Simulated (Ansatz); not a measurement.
Reactions of CH$_{4}$ClFGeOSe (`C[O][Ge]([F])([Cl])[SeH]`).

Program: Ansatz. Geometries: PBE0-D4/def2-TZVP. ΔE: electronic, gas phase. CCSD(T)/CBS is the MP2 limit (def2-TZVPP, def2-QZVPP) plus CCSD(T) − MP2 in def2-TZVPP, frozen cores. This one scheme is used for every species. Functionals use def2-TZVPP. B3LYP here is the variant with VWN-RPA as its local correlation; programs differ in this. Elements past krypton have def2 core potentials. For Ge, In, Se, Sn outer-core shells are correlated without core-valence functions, which leaves a few kJ/mol of doubt a bond. Scalar relativity is left out up to krypton. One conformer a species, not always the lowest.

| reaction | B3LYP-D4 (kJ/mol) | PBE-D4 (kJ/mol) |
| --- | --- | --- |
| `C[O][Ge]([F])([Cl])[SeH]` + `O[SiH2][SiH3]` → `O[SiH2][SiH2][SeH]` + `C[O][GeH]([F])[Cl]` | 1 | -3 |
| `C[O][Ge]([F])([Cl])[SeH]` + `F[SiH](F)[SeH]` → `F[Si](F)([SeH])[SeH]` + `C[O][GeH]([F])[Cl]` | 2 | -2 |
| `C[O][Ge]([F])([Cl])[SeH]` + `C[O][SnH2][SH]` → `C[O][Ge]([F])([SH])[Cl]` + `C[O][SnH2][SeH]` | -12 | -12 |
| `C[O][Ge]([F])([Cl])[SeH]` + `C#[C][SnH]([Cl])[Cl]` → `C[O][GeH]([F])[SeH]` + `C#[C][Sn]([Cl])([Cl])[Cl]` | -5 | -4 |
| `C[O][Ge]([F])([Cl])[SeH]` + `C=C(O)CO` → `C=C([SeH])CO` + `C[O][Ge]([OH])([F])[Cl]` | 24 | 32 |
| `C[O][Ge]([F])([Cl])[SeH]` + `[OH][InH2]` → `[SeH][InH2]` + `C[O][Ge]([OH])([F])[Cl]` | -56 | -50 |
| `C[O][Ge]([F])([Cl])[SeH]` + `F[BH][AlH2]` → `C[O][GeH]([Cl])[SeH]` + `F[B](F)[AlH2]` | -111 | -113 |
| `C[O][Ge]([F])([Cl])[SeH]` + H₂Se → `[SeH][SeH]` + `C[O][GeH]([F])[Cl]` | 61 | 60 |
| `C[O][Ge]([F])([Cl])[SeH]` + `N=C[SiH2]O` → `N=C[SiH2][SeH]` + `C[O][Ge]([OH])([F])[Cl]` | 61 | 56 |
| `C[O][Ge]([F])([Cl])[SeH]` + BH₃ → `B[SeH]` + `C[O][GeH]([F])[Cl]` | -30 | -42 |

Task: Give the CCSD(T)/CBS values in the same order. (Best estimate.)

Result: Ansatz gave: -4, 0, -14, -8, 10, -60, -110, 67, 55, -35 kJ/mol.

Largest T1 diagnostic: 0.017, for `[OH][InH2]`.
